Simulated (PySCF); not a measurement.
CH4Cl2OSi2, SMILES Cl[Si]1(Cl)CO[SiH2]1. Atoms are numbered in the order given.

```xyz
10

Cl     1.5075     0.1130     1.6903
Si     0.2986    -0.0178     0.0000
Cl     1.5075     0.1130    -1.6903
C     -0.9314    -1.5100     0.0000
O     -2.1767    -0.7741     0.0000
Si    -1.8535     0.9118     0.0000
H     -0.8543    -2.1560    -0.9022
H     -0.8543    -2.1560     0.9022
H     -2.3873     1.6040     1.2244
H     -2.3873     1.6040    -1.2244
```

Geometry optimised at PBE-D3(BJ)/def2-SVP. This is a generated structure with no PubChem entry under its InChIKey; it may be hypothetical.

All values below come from PBE-D3(BJ)/def2-SVP run with PySCF.

Frequencies are harmonic and unscaled.

Problem. Give all harmonic wavenumbers and intensities. (Estimate from the structure and the level; the computed values follow.)

Solution. 
| mode | ν (cm⁻¹) | IR (km/mol) | Raman (Å⁴/amu) | depolarisation | moving atoms (share of kinetic energy) |
|---|---|---|---|---|---|
| 1 | 38 | 3.6 | 0.4 | 0.75 | O 49 %, Cl 30 %, Si 9 %, H 9 % |
| 2 | 100 | 0.0 | 2.9 | 0.75 | Si 35 %, Cl 29 %, H 21 %, O 12 % |
| 3 | 151 | 3.6 | 4.6 | 0.69 | Cl 71 %, Si 21 % |
| 4 | 165 | 0.1 | 1.6 | 0.75 | H 38 %, C 32 %, Cl 23 % |
| 5 | 187 | 7.4 | 4.7 | 0.64 | Si 49 %, Cl 26 %, C 16 % |
| 6 | 329 | 3.3 | 20.7 | 0.10 | Cl 59 %, Si 17 %, O 11 %, C 11 % |
| 7 | 419 | 17.9 | 11.7 | 0.25 | Si 59 %, O 24 %, H 8 % |
| 8 | 435 | 21.4 | 13.6 | 0.75 | H 80 %, Si 11 % |
| 9 | 560 | 149.6 | 4.5 | 0.71 | Si 62 %, Cl 17 %, C 12 % |
| 10 | 560 | 80.6 | 2.5 | 0.75 | Si 53 %, Cl 32 %, H 13 % |
| 11 | 636 | 21.0 | 11.3 | 0.75 | H 88 % |
| 12 | 677 | 2.8 | 3.5 | 0.38 | C 37 %, Si 27 %, H 19 %, O 14 % |
| 13 | 734 | 11.7 | 14.7 | 0.44 | H 31 %, Si 27 %, O 27 %, C 14 % |
| 14 | 742 | 38.8 | 1.4 | 0.75 | H 63 %, C 23 %, Si 12 % |
| 15 | 779 | 163.3 | 17.8 | 0.19 | H 51 %, Si 27 %, O 19 % |
| 16 | 936 | 153.6 | 13.1 | 0.75 | H 91 % |
| 17 | 999 | 89.0 | 1.3 | 0.70 | O 46 %, C 44 %, H 10 % |
| 18 | 1150 | 0.3 | 4.5 | 0.75 | H 90 % |
| 19 | 1195 | 2.4 | 1.9 | 0.60 | H 74 %, C 19 % |
| 20 | 1404 | 1.2 | 17.4 | 0.69 | H 94 % |
| 21 | 2154 | 113.9 | 278.7 | 0.10 | H 98 % |
| 22 | 2165 | 108.3 | 145.8 | 0.75 | H 96 % |
| 23 | 2962 | 25.7 | 164.8 | 0.12 | H 95 % |
| 24 | 3023 | 9.8 | 113.2 | 0.75 | H 90 %, C 10 % |
